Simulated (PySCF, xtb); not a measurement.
C4H12Ge, SMILES [CH3][Ge]([CH3])([CH3])[CH3].

xtb with GFN2-xTB at its own geometry gives an orbital gap of 8.64 eV and a dipole moment of 0.00 D.

Geometry optimised at B3LYP-D3(BJ)/def2-SVP. The isomer is the one that the SMILES or the coordinates give; other isomers of the formula were not compared.

**Question.** What does PBE/def2-TZVP in PySCF give? (An estimate is asked for; the answer gives what the named calculation found.)

**Answer.** gap 6.88 eV (levels -6.82 and 0.06 eV), dipole 0.00 D.
